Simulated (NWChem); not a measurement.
**Correlation energy of boron monoxide dimer (B$_{2}$O$_{2}$)**

```xyz
4

O      0.0000     0.0000    -2.0254
B      0.0000     0.0000    -0.8262
B      0.0000     0.0000     0.8262
O      0.0000     0.0000     2.0254
```
Charge 0, spin multiplicity 1.

The numbers come from NWChem runs, not from measurements. All single points use one geometry, from PBE0/def2-SVP, a minimum by its harmonic frequencies. It is one conformer; others weren't searched.

Basis set: cc-pVDZ. Each correlation energy counts from its own Hartree-Fock reference.

The correlated methods keep 4 core orbitals frozen. Coupled-cluster values serve here as a point of comparison, not as the truth.

| method | correlation energy (mHa) |
|---|---|
| RI-MP2 | -522.0 |
| MP2 | -521.9 |
| SCS-MP2 | (withheld) |
| CR-CCSD[T] | (withheld) |
| CR-CCSD(T) | -540.0 |
| CCSD | (withheld) |
| CCSD+T(CCSD) | -548.7 |
| CCSD(T) | (withheld) |

**Question.** What belongs in the gaps?

**Answer.** 
- SCS-MP2, correlation energy (mHa): -503.5
- CR-CCSD[T], correlation energy (mHa): -542.7
- CCSD, correlation energy (mHa): -524.8
- CCSD(T), correlation energy (mHa): -544.9
